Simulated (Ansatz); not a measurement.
Coupled-cluster run, C$_{3}$H$_{7}$BSi, SMILES `B[SiH](C)C#C`.

```yaml
crystal:
  periodic: [false, false, false]
  atoms:
    - {symbol: B, position_ang: [-1.503708, -0.338477, 1.379187]}
    - {symbol: Si, position_ang: [-0.246207, -0.402432, -0.186848]}
    - {symbol: C, position_ang: [1.515902, -0.852133, 0.263324]}
    - {symbol: C, position_ang: [-0.242815, 1.166952, -1.132911]}
    - {symbol: C, position_ang: [-0.232334, 2.217040, -1.727748]}
    - {symbol: H, position_ang: [-1.405449, -1.147644, 2.256739]}
    - {symbol: H, position_ang: [-2.397644, 0.450724, 1.453866]}
    - {symbol: H, position_ang: [-0.815823, -1.457311, -1.083006]}
    - {symbol: H, position_ang: [2.132879, -0.934327, -0.633497]}
    - {symbol: H, position_ang: [1.539785, -1.808106, 0.791515]}
    - {symbol: H, position_ang: [1.957321, -0.091347, 0.910532]}
    - {symbol: H, position_ang: [-0.224908, 3.142060, -2.257252]}
basis:
  gaussian: {orbitals: def2-TZVPP}
correlation: {method: ccsd_t}
```

```sh
$ ansatz run in.yaml --threads 4 --pin off --events-out ev --progress --plain --max-ram 10444MiB
```

Log, shortened:

```
Functional definition: HF
1535 factors; integrals over basis functions are off by at most 1.0e-3 eV
mean field evaluation 1: about -11731.8125 eV, gradient 3.5e1 eV
mean field evaluation 2: about -11732.1057 eV, gradient 3.5e1 eV
mean field evaluation 4: about -11735.7627 eV, gradient 3.7e0 eV
mean field evaluation 8: about -11735.8199 eV, gradient 3.0e-1 eV
mean field -11735.82032623 eV, -431.2834421644 hartree, gradient 1.5e-6 eV, S^2 0.000000; 0 other end points of the search recorded, 0 dependent functions left out
9 core orbitals not correlated: weight in the atoms' cores, before any rotation towards them, 1.000 or more for the frozen orbitals, at most 0.000 for the correlated occupied ones
reference -11735.82032623 eV, -431.2834421644 hartree; 13, 13 occupied and 242, 242 virtual orbitals, 1535 factors
second order -18.91952895 eV of doubles, -0.00000000 eV of singles
cycle   1  -19.63846301 eV  change   -7.2e-1 eV  update   1.0e-1
cycle   2  -20.22650489 eV  change   -5.9e-1 eV  update   3.3e-2
cycle   3  -20.33693317 eV  change   -1.1e-1 eV  update   1.5e-2
cycle   4  -20.33636422 eV  change    5.7e-4 eV  update   4.2e-3
cycle   5  -20.33771433 eV  change   -1.4e-3 eV  update   1.6e-3
cycle   6  -20.33779465 eV  change   -8.0e-5 eV  update   5.2e-4
cycle   7  -20.33781620 eV  change   -2.2e-5 eV  update   2.0e-4
cycle   8  -20.33787194 eV  change   -5.6e-5 eV  update   8.6e-5
cycle   9  -20.33785049 eV  change    2.1e-5 eV  update   3.5e-5
cycle  10  -20.33782125 eV  change    2.9e-5 eV  update   1.3e-5
perturbative correction -0.90838571 eV, -0.0333825590 hartree
Total energy: -11757.06653319 eV, -432.0642258690 hartree
```

Hardware: 4 threads of an Arm Neoverse V1 on a shared host. Wall time 2.3 min, peak host memory 6.4 GiB.

MP2 recovers 89.0 % of the CCSD(T) correlation energy and the triples give 4.3 %; T1 = 0.0121.
